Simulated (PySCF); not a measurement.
SMILES C=[CH][Ga]([CH2]C)[CH2]C, GFN2-xTB optimised geometry.

```
20

Ga    -0.40     0.06     0.00
C     -1.38    -1.76     0.07
C     -2.90    -1.60     0.05
H     -1.08    -2.30     0.98
H     -1.06    -2.39    -0.77
H     -3.22    -1.10    -0.87
H     -3.23    -0.98     0.89
H     -3.41    -2.56     0.11
C     -1.39     1.88     0.00
C     -1.33     2.54     1.38
H     -2.44     1.74    -0.29
H     -0.95     2.56    -0.74
H     -0.30     2.68     1.70
H     -1.83     1.92     2.13
H     -1.82     3.52     1.37
C      1.64     0.06     0.00
C      2.33     1.20    -0.09
H      2.21    -0.87     0.07
H      3.41     1.25    -0.09
H      1.82     2.15    -0.16
```

Density from PySCF with PBE0/def2-SVP at that geometry.

Minimum of the electron density along straight lines between bonded atoms, close to the bond critical point (lines longer than 1.1 times the sum of covalent radii, or with two minima, are not listed):

| bond | length / Å | ρ at the minimum / e bohr⁻³ | ∇²ρ there / e bohr⁻⁵ | position (fraction from the first atom) |
|---|---|---|---|---|
| Ga1–C2 | 2.074 | 0.098 | 0.10 | 0.47 |
| C2–C3 | 1.531 | 0.237 | -0.52 | 0.50 |
| C2–H4 | 1.098 | 0.267 | -0.92 | 0.62 |
| C2–H5 | 1.098 | 0.267 | -0.92 | 0.62 |
| C3–H6 | 1.091 | 0.274 | -0.99 | 0.62 |
| C3–H7 | 1.092 | 0.274 | -0.99 | 0.62 |
| C3–H8 | 1.091 | 0.274 | -0.99 | 0.62 |
| Ga1–C9 | 2.070 | 0.099 | 0.10 | 0.47 |
| C9–C10 | 1.535 | 0.234 | -0.51 | 0.50 |
| C9–H11 | 1.097 | 0.269 | -0.94 | 0.62 |
| C9–H12 | 1.098 | 0.268 | -0.93 | 0.62 |
| C10–H13 | 1.091 | 0.275 | -0.99 | 0.62 |
| C10–H14 | 1.091 | 0.274 | -0.99 | 0.62 |
| C10–H15 | 1.091 | 0.274 | -0.99 | 0.62 |
| Ga1–C16 | 2.043 | 0.101 | 0.15 | 0.46 |
| C16–C17 | 1.329 | 0.341 | -0.91 | 0.49 |
| C16–H18 | 1.091 | 0.273 | -1.00 | 0.63 |
| C17–H19 | 1.084 | 0.280 | -1.06 | 0.63 |
| C17–H20 | 1.084 | 0.281 | -1.06 | 0.63 |
